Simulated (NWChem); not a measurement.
System: SnH₂S, singlet; SMILES [SnH][SH]

Here is an NWChem input.

```
start job
memory heap 200 mb stack 900 mb global 1100 mb
geometry units angstroms noautoz
  Sn     0.020811     0.626688     0.000000
  H     -1.757320     0.650780     0.000000
  S     -0.069791    -1.809349     0.000000
  H      1.270158    -1.991050     0.000000
end
basis spherical
  * library def2-svp
end
ecp
  Sn library def2-ecp
end
dft
  xc r2scan0
  iterations 150
  mulliken
end
task dft energy
```

Excerpt of the output:

```
             Northwest Computational Chemistry Package (NWChem) 7.3.0
             --------------------------------------------------------

 CS  symmetry detected

                             Geometry "geometry" -> ""
                             -------------------------

 Output coordinates in angstroms (scale by  1.889725989 to convert to a.u.)

  No.       Tag          Charge          X              Y              Z
 ---- ---------------- ---------- -------------- -------------- --------------
    1 Sn                  50.0000     0.02130142     0.61164816     0.00000000
    2 H                    1.0000    -1.75699221     0.61307822     0.00000000
    3 S                   16.0000    -0.03824908    -1.82534563     0.00000000
    4 H                    1.0000     1.30390665    -1.98995596     0.00000000

 Effective nuclear repulsion energy (a.u.)     206.8948608541

      Symmetry information
      --------------------

 Group name             Cs
 Group number              2
 Group order               2
 No. of unique centers     4

                                 NWChem DFT Module
                                 -----------------

 Summary of "ao basis" -> "ao basis" (spherical)
 ------------------------------------------------------------------------------
       Tag                 Description            Shells   Functions and Types
 ---------------- ------------------------------  ------  ---------------------
 Sn                         def2-svp                10       26   4s4p2d
 H                          def2-svp                 3        5   2s1p
 S                          def2-svp                 8       18   4s3p1d

      Symmetry analysis of basis
      --------------------------

        a'         39
        a"         15

            General Information
            -------------------
          SCF calculation type: DFT
          Wavefunction type:  closed shell.
          No. of atoms     :     4
          No. of electrons :    40
           Alpha electrons :    20
            Beta electrons :    20
          Charge           :     0
          Spin multiplicity:     1
          Use of symmetry is: on ; symmetry adaption is: on
          Maximum number of iterations: 150
          AO basis - number of functions:    54
                     number of shells:    24
          Convergence on energy requested:  1.00D-06
          Convergence on density requested:  1.00D-05
          Convergence on gradient requested:  5.00D-04

              XC Information
              --------------
                     r^2SCAN0 Method XC Functional
                     Hartree-Fock (Exact) Exchange  0.250
               r^2SCAN metaGGA Exchange Functional  0.750
                     r^2SCAN Correlation Potential  1.000

             Grid Information
             ----------------
          Grid used for XC integration:  medium
          Radial quadrature: Mura-Knowles
          Angular quadrature: Lebedev.
          Tag              B.-S. Rad. Rad. Pts. Rad. Cut. Ang. Pts.
          ---              ---------- --------- --------- ---------
          Sn                  1.45      123           9.0       590
          H                   0.35       45          11.0       434
          S                   1.00       88           9.0       590
          Grid pruning is: on
          Number of quadrature shells:   301
          Spatial weights used:  Erf1

      Superposition of Atomic Density Guess
      -------------------------------------

 Sum of atomic energies:        -647.44161948

      Non-variational initial energy
      ------------------------------

 Total energy =    -611.807005
 1-e energy   =   -1118.240581
 2-e energy   =     410.230332
 HOMO         =      -0.234021
 LUMO         =      -0.059127

      Symmetry analysis of molecular orbitals - initial
      -------------------------------------------------

  Numbering of irreducible representations:

     1 a'          2 a"

  Orbital symmetries:

     1 a'          2 a'          3 a'          4 a'          5 a"
     6 a'          7 a'          8 a'          9 a"         10 a'
    11 a'         12 a'         13 a"         14 a"         15 a'
    16 a'         17 a'         18 a'         19 a"         20 a'
    21 a"         22 a'         23 a'         24 a'         25 a'
    26 a'         27 a'         28 a"         29 a'         30 a"

     ---------------------------------------------
      Total Density - Mulliken Population Analysis
     ---------------------------------------------

    Atom       Charge   Shell Charges
 -----------   ------   -------------------------------------------------------
    1 Sn  22    21.32   1.60  0.43  1.19  0.66  3.27  2.73  0.78  0.61  9.77  0.30
    2 H    1     1.25   0.70  0.55  0.01
    3 S   16    16.62   2.00  1.99  1.21  0.65  5.94  1.83  2.97  0.02
    4 H    1     0.80   0.58  0.19  0.03

   convergence    iter        energy       DeltaE   RMS-Dens  Diis-err
 ---------------- ----- ----------------- --------- --------- ---------
 d= 0,ls=0.0,diis     1   -613.5660290636 -7.10D+02  1.89D-02  1.54D-01
 d= 0,ls=0.0,diis     2   -613.5573814388  8.65D-03  1.01D-02  2.01D-01
 d= 0,ls=0.0,diis     3   -613.5961759206 -3.88D-02  2.25D-03  1.08D-02
 d= 0,ls=0.0,diis     4   -613.5980398254 -1.86D-03  5.23D-04  5.68D-04
 d= 0,ls=0.0,diis     5   -613.5981461433 -1.06D-04  1.14D-04  1.81D-05
  Resetting Diis
 d= 0,ls=0.0,diis     6   -613.5981502989 -4.16D-06  1.78D-05  4.30D-07
 d= 0,ls=0.0,diis     7   -613.5981504113 -1.12D-07  5.30D-06  2.38D-08

         Total DFT energy =     -613.598150411289
      One electron energy =    -1119.485834154636
           Coulomb energy =      454.171076529553
    Exchange-Corr. energy =      -44.486636954291
 Nuclear repulsion energy =       96.203244168085

 Numeric. integr. density =       40.000014193334

                  Occupations of the irreducible representations
                  ----------------------------------------------

                     irrep           alpha         beta
                     --------     --------     --------
                     a'               15.0         15.0
                     a"                5.0          5.0

                       DFT Final Molecular Orbital Analysis
                       ------------------------------------

 Vector   18  Occ=2.000000D+00  E=-3.183116D-01  Symmetry=a'
              MO Center= -4.8D-01, -5.6D-01, -4.8D-16, r^2= 3.6D+00
   Bfn.  Coefficient  Atom+Function         Bfn.  Coefficient  Atom+Function
  ----- ------------  ---------------      ----- ------------  ---------------
    43      0.404258  3 S  py                40      0.307884  3 S  py
    27     -0.266947  2 H  s                 11      0.240209  1 Sn px
    12     -0.225440  1 Sn py                28     -0.182024  2 H  s
    37      0.176775  3 S  py                14      0.125814  1 Sn px
    21      0.112392  1 Sn d  2              15     -0.082845  1 Sn py

 Vector   19  Occ=2.000000D+00  E=-2.837164D-01  Symmetry=a"
              MO Center= -1.1D-02, -1.6D+00,  1.6D-13, r^2= 1.9D+00
   Bfn.  Coefficient  Atom+Function         Bfn.  Coefficient  Atom+Function
  ----- ------------  ---------------      ----- ------------  ---------------
    44      0.614675  3 S  pz                41      0.417602  3 S  pz
    38      0.240705  3 S  pz                13      0.156427  1 Sn pz
    16      0.134823  1 Sn pz                18      0.055582  1 Sn d -1
    10     -0.053119  1 Sn pz                 7     -0.050038  1 Sn pz
    23     -0.048239  1 Sn d -1

 Vector   20  Occ=2.000000D+00  E=-2.555029D-01  Symmetry=a'
              MO Center= -4.3D-02,  3.0D-01, -7.0D-16, r^2= 4.0D+00
   Bfn.  Coefficient  Atom+Function         Bfn.  Coefficient  Atom+Function
  ----- ------------  ---------------      ----- ------------  ---------------
     3      0.403171  1 Sn s                  4      0.313802  1 Sn s
    11      0.310042  1 Sn px                43     -0.296184  3 S  py
    27     -0.242739  2 H  s                 28     -0.227873  2 H  s
    12      0.221925  1 Sn py                40     -0.201176  3 S  py
    14      0.177124  1 Sn px                 2     -0.160282  1 Sn s

 Vector   21  Occ=0.000000D+00  E=-9.507828D-02  Symmetry=a"
              MO Center=  8.4D-03,  4.2D-01,  6.2D-14, r^2= 3.8D+00
   Bfn.  Coefficient  Atom+Function         Bfn.  Coefficient  Atom+Function
  ----- ------------  ---------------      ----- ------------  ---------------
    16      0.574351  1 Sn pz                13      0.544839  1 Sn pz
    44     -0.311781  3 S  pz                10     -0.171360  1 Sn pz
    41     -0.167798  3 S  pz                 7     -0.159860  1 Sn pz
    38     -0.096086  3 S  pz                46      0.031461  3 S  d -1

 Vector   22  Occ=0.000000D+00  E=-4.435308D-03  Symmetry=a'
              MO Center=  9.7D-02,  4.6D-01, -2.5D-16, r^2= 4.9D+00
   Bfn.  Coefficient  Atom+Function         Bfn.  Coefficient  Atom+Function
  ----- ------------  ---------------      ----- ------------  ---------------
    15      0.807921  1 Sn py                43      0.507659  3 S  py
    35      0.452236  3 S  s                 12      0.392362  1 Sn py
    14     -0.381307  1 Sn px                28     -0.338913  2 H  s
    40      0.195797  3 S  py                34      0.182060  3 S  s
    11     -0.171285  1 Sn px                 3     -0.124811  1 Sn s

[...]
```

Level: r2SCAN0/def2-SVP with def2 effective core potentials on Sn. Low-valent species are run as closed-shell singlets; no triplet was tried in these runs. The geometry was optimised at PBE0/def2-SVP. def2 effective core potentials on Sn; no spin-orbit coupling.
